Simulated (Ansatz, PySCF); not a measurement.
chloro(silylmethyl)silane (CH₇ClSi₂), SMILES C([SiH2]Cl)[SiH3].

Geometry optimised at PBE0-D3(BJ)/def2-SVP. Other conformers were not sampled.

Vertical ionisation energy (IE) and electron affinity (EA) in eV. Rows of orbital energies are one-electron estimates. Where ΔSCF, EOM or ADC give a negative EA the extra electron is unbound and the value depends on the basis.

```csv
level,IE,EA
"−ε(HOMO), −ε(LUMO), B3LYP/def2-TZVP (PySCF)",8.48,0.04
"−ε(HOMO), −ε(LUMO), PBE/def2-TZVP (PySCF)",?,?
"ΔSCF, CAM-B3LYP/def2-SVPD (Ansatz), final states of multiplicity 2 and 2",10.91,-1.48
"ΔSCF, PBE/def2-SVPD (Ansatz), final states of multiplicity 2 and 2",10.18,-1.12
```

Question: Some entries are withheld; supply them. (An estimate is asked for; the answer gives what the named calculation found.)

Answer: 
- −ε(HOMO), −ε(LUMO), PBE/def2-TZVP (PySCF), IE: 7.41
- −ε(HOMO), −ε(LUMO), PBE/def2-TZVP (PySCF), EA: 0.71

Question: What vertical singlet–triplet gap does ΔSCF give with CAM-B3LYP/def2-SVPD (Ansatz, an electronic-structure program) and with PBE/def2-SVPD (Ansatz)? (The exact figures need the calculation; the answer reports its results.)

Answer: 7.40 and 6.49 eV (triplet above singlet where positive).
